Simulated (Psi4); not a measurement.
FS, doublet, geometry from GFN2-xTB, atoms displaced at random by about 0.03 Å a coordinate; PBE0/cc-pVDZ, gradient run with Psi4.

Here is a job for Psi4.
```
memory 2 GB

molecule mol {
0 2
  S     0.018213    0.025468   -0.582158
  F    -0.023455    0.020464    1.042584
symmetry c1
no_reorient
no_com
}

set basis cc-pvdz
set reference uks

gradient('pbe0')
print_variables()
```

**Question.** What does Psi4 print? Leave out banner, timings and long lists.

**Answer.** 
```
gradient() will perform analytic gradient computation.

   => Loading Basis Set <=

    Name: CC-PVDZ
    Role: ORBITAL
    Keyword: BASIS

         ---------------------------------------------------------
                                   SCF
               by Justin Turney, Rob Parrish, Andy Simmonett
                          and Daniel G. A. Smith
                              UKS Reference
         ---------------------------------------------------------

  ==> Geometry <==

    Molecular point group: c1
    Full point group: C1

    Geometry (in Angstrom), charge = 0, multiplicity = 2:

       Center              X                  Y                   Z               Mass
    ------------   -----------------  -----------------  -----------------  -----------------
         S            0.018213000000     0.025468000000    -0.582158000000    31.972071174400
         F           -0.023455000000     0.020464000000     1.042584000000    18.998403162730

  Running in c1 symmetry.

  Rotational constants: A =    579.46233  B =      0.53504  C =      0.53455 [cm^-1]
  Rotational constants: A = 17371843.64550  B =  16040.13278  C =  16025.33593 [MHz]
  Nuclear repulsion =   46.885050224517570

  Charge       = 0
  Multiplicity = 2
  Electrons    = 25
  Nalpha       = 13
  Nbeta        = 12

  ==> Algorithm <==

  SCF Algorithm Type is DF.
  DIIS enabled.
  MOM disabled.
  Fractional occupation disabled.
  Guess Type is SAD.
  Energy threshold   = 1.00e-08
  Density threshold  = 1.00e-08
  Integral threshold = 1.00e-12

  ==> Primary Basis <==

  Basis Set: CC-PVDZ
    Blend: CC-PVDZ
    Number of shells: 14
    Number of basis functions: 32
    Number of Cartesian functions: 34
    Spherical Harmonics?: true
    Max angular momentum: 2

  ==> DFT Potential <==

   => LibXC <=

    Version 7.1.2
    S. Lehtola, C. Steigemann, M. J. T. Oliveira, and M. A. L. Marques,  SoftwareX 7, 1–5 (2018) (10.1016/j.softx.2017.11.002)

   => Composite Functional: PBE0 <=

    PBE0 Hyb-GGA Exchange-Correlation Functional

    C. Adamo and V. Barone,  J. Chem. Phys. 110, 6158 (1999) (10.1063/1.478522)
    M. Ernzerhof and G. E. Scuseria,  J. Chem. Phys. 110, 5029 (1999) (10.1063/1.478401)

    Deriv               =              1
    GGA                 =           TRUE
    Meta                =          FALSE

    Exchange Hybrid     =           TRUE
    MP2 Hybrid          =          FALSE

   => Exchange Functionals <=

    0.7500   Perdew, Burke & Ernzerhof

[...]
  @DF-UKS Final Energy:  -497.72368801949983
    Total Energy =                       -497.7236880194998321
[...]
    J tasked:                  Yes
    K tasked:                  Yes
    wK tasked:                  No
    Integrals threads:           1
    Schwarz Cutoff:          1E-12
    Fitting Condition:       1E-10

   => Auxiliary Basis Set <=

  Basis Set: (CC-PVDZ AUX)
    Blend: CC-PVDZ-JKFIT
    Number of shells: 60
    Number of basis functions: 182
    Number of Cartesian functions: 211
    Spherical Harmonics?: true
    Max angular momentum: 3

  ==> DFT Potential <==

   => LibXC <=

    Version 7.1.2
    S. Lehtola, C. Steigemann, M. J. T. Oliveira, and M. A. L. Marques,  SoftwareX 7, 1–5 (2018) (10.1016/j.softx.2017.11.002)

   => Composite Functional: PBE0 <=

    PBE0 Hyb-GGA Exchange-Correlation Functional

    C. Adamo and V. Barone,  J. Chem. Phys. 110, 6158 (1999) (10.1063/1.478522)
    M. Ernzerhof and G. E. Scuseria,  J. Chem. Phys. 110, 5029 (1999) (10.1063/1.478401)

    Deriv               =              1
    GGA                 =           TRUE
    Meta                =          FALSE

    Exchange Hybrid     =           TRUE
    MP2 Hybrid          =          FALSE

   => Exchange Functionals <=

    0.7500   Perdew, Burke & Ernzerhof

   => Exact (HF) Exchange <=

    0.2500               HF

   => Correlation Functionals <=

    1.0000   Perdew, Burke & Ernzerhof

   => LibXC Density Thresholds  <==

    XC_HYB_GGA_XC_PBEH:  1.00E-15

   => Molecular Quadrature <=

    Radial Scheme          =       TREUTLER
    Pruning Scheme         =           NONE
    Nuclear Scheme         =       TREUTLER

    Blocking Scheme        =         OCTREE
    BS radius alpha        =              1
    Pruning alpha          =              1
    Radial Points          =             75
    Spherical Points       =            302
    Total Points           =          42117
    Total Blocks           =            375
    Max Points             =            252
    Max Functions          =             32
    Weights Tolerance      =       1.00E-15

  -Total Gradient:
     Atom            X                  Y                   Z
    ------   -----------------  -----------------  -----------------
       1       -0.000165235085    -0.000019843438     0.006442939009
       2        0.000166855776     0.000020038070    -0.006506133905

  Variable Map:
  ----------------------------------------------------------------------------
[...]
  Array Variable Map:
  ----------------------------------------------------------------------------
[...]
[...]
```
